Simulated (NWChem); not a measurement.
Species: SiP2H6O; SMILES O[SiH](P)P

```xyz
10

Si     0.3963    -0.0192    -0.3421
O      1.7958    -0.2921     0.5271
P     -0.7962     1.8094     0.2686
P     -0.9035    -1.8105     0.0964
H      0.7087     0.1617    -1.7969
H      2.4970     0.3598     0.4307
H     -0.5711     1.5962     1.6631
H      0.3136     2.7003     0.1241
H     -1.8013    -1.4884    -0.9690
H     -0.1190    -2.6932    -0.7084
```
Atoms are numbered in this order, from 1.

Results from NWChem. Pople sets run with spherical d functions. Geometry: optimised at PBE0/def2-SVP. GIAO values for the isolated, static molecule; σ is the absolute isotropic shielding, δ = σ(reference) − σ with the isolated reference molecule computed at the same levels (1H: tetramethylsilane, 31P: phosphine, 29Si: tetramethylsilane).

Task: What does the run give for B3LYP/6-31G*? Quantities: δ Si1 (ppm); δ P4 (ppm); δ H5 (ppm); δ H6 (ppm); δ H7 (ppm); δ H8 (ppm); δ H10 (ppm).

Result: 
```
Property     Value
-----------  -----
δ Si1 (ppm)   41.4
δ P4 (ppm)    -3.5
δ H5 (ppm)    6.30
δ H6 (ppm)    0.63
δ H7 (ppm)    1.88
δ H8 (ppm)    1.70
δ H10 (ppm)   1.99
```
